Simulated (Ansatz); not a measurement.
Consider the ligand exchange at the Si–F bond: `F[Si](F)(F)F` + `F[Si](F)(F)S` → `F[Si](F)(F)S[Si](F)(F)F` + H–F.

Gas-phase electronic energies from Ansatz, PBE0-D4/def2-TZVP geometries. CBS: MP2 limit from def2 TZ/QZ plus the TZ coupled-cluster correction, frozen cores. This one scheme is used for every species. Functionals use def2-TZVPP. B3LYP here is the variant with VWN-RPA as its local correlation; programs differ in this. Each species was taken in one conformer, which may not be the lowest.

```tsv
level	ΔE (kJ/mol)	difference from CCSD(T)/CBS
B97M-V	98.5	4.0
PBE0-D4	82.1	-12.4
B3LYP-D4	90.5	-4.0
BHLYP-D4	97.1	2.6
ωB97M-V	93.2	-1.3
r2SCAN	96.1	1.6
PBE0	91.9	-2.6
RPA@PBE/def2-TZVPP	101.5	7.0
CCSD(T)/def2-SVP	97.5	3.0
CCSD/CBS(def2)	99.9	5.4
CCSD(T)/CBS	94.5	0
```

**Question.** What do rigid-rotor, harmonic-oscillator terms from PBE0-D4/def2-TZVP frequencies (298.15 K, 1 bar) make of the CCSD(T)/CBS value? (Best estimate.)

**Answer.** Ansatz gave: ΔZPE = -0.1 kJ/mol, ΔH = +99.1 kJ/mol, ΔS = -4 J/(mol·K), ΔG = +100.4 kJ/mol. Modes under 50 cm⁻¹ make the entropy rough.

Largest T1 diagnostic among the species: 0.012.

In def2-TZVPP, CCSD(T) changes the Hartree–Fock value by −26.5 kJ/mol (the triples alone add −5.3 kJ/mol) and MP2 by −31.4 kJ/mol. From BLYP to BHLYP (50 % exact exchange), in def2-TZVPP and without D4, ΔE moves by +7.0 kJ/mol.
